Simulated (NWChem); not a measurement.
# Atomisation of hydrogen selenide (H2Se)

```xyz
3

Se     0.0000     0.0000    -0.0580
H      1.0539     0.0000     0.9857
H     -1.0539     0.0000     0.9857
```
Charge 0, spin multiplicity 1.

All runs are NWChem calculations. All single points use one geometry, from PBE/def2-SVP, a minimum by its harmonic frequencies.

Basis set: def2-TZVP. The atomisation energy is electronic alone: no zero-point, thermal, spin-orbit or counterpoise terms. No value is extrapolated to the basis-set limit. Free atoms are single determinants with multiplicities Se 3, H 2.

The Hamiltonian is non-relativistic. B3LYP has NWChem's definition, with VWN1-RPA local correlation. The stability of the SCF solutions was not checked. Open-shell Hartree-Fock references start from PBE0 orbitals.

Question: For the atomisation energy, HF gives 110.4 kcal/mol and PBE0 gives 159.8 kcal/mol. What do BP86, PBE, B3LYP give?

Answer: BP86: 168.5 kcal/mol; PBE: 162.5 kcal/mol; B3LYP: 162.6 kcal/mol.
